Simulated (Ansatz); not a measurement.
Cost and result for the atomization energy of ClCuH₃N (`[NH3+][Cu-][Cl]`) (6 atoms, 5 bonds).

The species carries charge 0 and has multiplicity 1. For Cu the d shell is correlated and the shells below it are frozen. Scalar relativity is left out up to krypton. Geometry: relaxed with PBE0-D4/def2-TZVP. It is one conformer, not always the lowest. Program: Ansatz. All runs use 4 threads of an Arm Neoverse V2 on a shared host. Times are those of one run each, without the atoms' runs, and a repeat can differ threefold. Electronic energies, without spin–orbit coupling; frozen cores. CCSD(T)/CBS adds CCSD(T) − MP2 in def2-TZVPP to the MP2 limit, and its time is that of the two runs behind it. T1 = 0.023. With those shells the extrapolation isn't a true limit. B3LYP takes the VWN-RPA correlation (the form of Gaussian; ORCA's B3LYP/G). HSE06 is the plane-wave form, built on full-range PBE exchange.

CCSD(T)/CBS is a level of theory with its own doubt, some kJ/mol a heavy atom from the limit and from the frozen cores, so smaller differences don't rank the functionals.

| level | functions | wall time | atomization (kcal/mol) | difference from CCSD(T)/CBS | per bond |
| --- | --- | --- | --- | --- | --- |
| revPBE-D4/def2-TZVPP | 179 | 1.1 s | 419.1 | -10.2 | -2.0 |
| CCSD(T)/def2-SVP | 78 | 1.2 s | 393.6 | -35.7 | -7.1 |
| PBE0-D4/def2-TZVPP | 179 | 1.5 s | 420.9 | -8.4 | -1.7 |
| HSE06-D4/def2-TZVPP | 179 | 1.8 s | 421.0 | -8.3 | -1.7 |
| CAM-B3LYP-D4/def2-TZVPP | 179 | 1.9 s | 426.9 | -2.4 | -0.5 |
| B3LYP-D4/def2-TZVPP (with forces) | 179 | 2.3 s | 422.7 | -6.6 | -1.3 |
| B2PLYP/def2-TZVPP | 179 | 2.5 s | 420.8 | -8.5 | -1.7 |
| PBE-QIDH/def2-TZVPP | 179 | 2.8 s | 418.7 | -10.6 | -2.1 |
| r2SCANh-D4/def2-TZVPP | 179 | 2.9 s | 422.8 | -6.5 | -1.3 |
| B97M-V/def2-TZVPP | 179 | 4.7 s | 427.4 | -1.9 | -0.4 |
| MP2/def2-QZVPP | 317 | 6.5 s | 430.9 | 1.6 | 0.3 |
| CCSD(T)/def2-TZVPP | 179 | 26 s | 412.7 | -16.6 | -3.3 |
| CCSD(T)/CBS(def2) | – | 32 s | 429.3 | 0.0 | 0.0 |

From PBE to PBE0 (25 % exact exchange), in def2-TZVPP and without D4, the atomization energy moves by −11.4 kcal/mol: exact exchange takes away binding that semilocal exchange gives to molecules. Leaving LDA and LC-ωPBE aside and taking each functional with its dispersion term where it has one, the values, not all of them listed here, spread over 25.8 kcal/mol, from BHLYP-D4 to PBE-D4. LDA lies +61.1 kcal/mol from PBE without D4, its usual overbinding. The D4 term adds +3.4 kcal/mol with B3LYP and +1.8 kcal/mol with PBE0; it sums over pairs of atoms, weighted by their polarisabilities, and B3LYP, whose exchange is more repulsive, gets the larger term.
